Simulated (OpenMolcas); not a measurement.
Ru3+ with its 6 nearest chloride ions at 2.503 Å, on the Y site of Cs2NaYCl6 (a = 10.7396 Å, distance in the model lattice 2.619 Å). The rest of the host is ab initio model potentials to 7.6 Å, with orthogonalisation functions on the cations behind the ligands, and point charges beyond; the distance is set by hand and nothing relaxes. Ligand basis ANO-RCC-VDZP.
```
Ru    0.0000    0.0000    0.0000
Cl    2.5030    0.0000    0.0000
Cl    0.0000    2.5030    0.0000
Cl   -2.5030    0.0000    0.0000
Cl    0.0000   -2.5030    0.0000
Cl    0.0000    0.0000    2.5030
Cl    0.0000    0.0000   -2.5030
```

```yaml
Program: OpenMolcas
Method: "SS-CASPT2, IPEA 0.25 Eh, imaginary shift 0.1 Eh (closed shells correlated: 4s 4p and the ligand valence shells)"
Basis: ANO-RCC-VTZP [7s6p4d2f1g]
Scalar_Hamiltonian: DKH2, point nucleus
Active_space: 5 electrons in 5 orbitals (4d)
State_averaging: 2S+1 = 6 even, 1 root; 2S+1 = 4 even, 24 roots; 2S+1 = 2 even, 75 roots
Spin-orbit_coupling: state interaction with AMFI integrals over the reference wave functions
```

(1) What is the spin-free ground state (labels of O, the rotations of Oh)?

(2) Where is the first state of the same spin?

(3) What are the lowest two levels with spin-orbit coupling?

(4) What is χT at 300 K, and how does it compare with the textbook value?

Answers

(1) 2T2, 3-fold in its orbital part; d5 allows 2S+1 = 6, so this is a state of lower spin.

(2) A 3-fold state lies at 14600 cm-1 above the ground state.

(3) A 2-fold level with g = 2.22, 2.22, 2.22, then a 4-fold level Γ8 1890 cm-1 above it. Their leading multiplicities are 2 (97 %) and 2 (98 %).

(4) The lowest level has 2S+1 = 2, for which the spin-only value is χT = S(S+1) / 2 = 0.375 cm3 K/mol (g = 2). The computed 0.669 at 300 K differs by +0.294, through orbital momentum, spin-orbit coupling and any other state in reach. With a threefold ground state the orbital momentum is unquenched, so the spin-only value is not expected to hold.

Roots that are degenerate in the reference are averaged as groups; the widest CASPT2 spread within a group is 220 cm-1 (the 3-fold group of multiplicity 2 near 35100 cm-1 above the lowest state of its run). Shifts and gaps below about the spread of the groups concerned are not significant. Over all roots computed the reference weight is 0.64 to 0.66; a low but even weight reflects the number of correlated electrons. An orbital triplet at a regular site is open to Jahn-Teller coupling, which can distort the site and quench the lowest spin-orbit gaps and is left out. This shell can be high or low spin here, a state of another spin lies low, and with metal d orbitals alone active their balance is uncertain, so the ground spin may be wrong, although the usual error favours high spin. The least metal-like active orbital is 82 % on the metal (Löwdin) and no ligand orbital is active, so the numbers are rough. Ligand-to-metal charge-transfer states are missing. These CASPT2 states fit no ligand-field parameters well, so their order and spin gaps are uncertain. With no ligand orbital active B as a rule stays too high, so bands that hang on it stand too high and its fall with covalency is understated. With one d shell and no ligand orbital active, 10Dq can be off by a tenth or more. No measured value stands beside these numbers; the geometry was set by hand and not optimised.
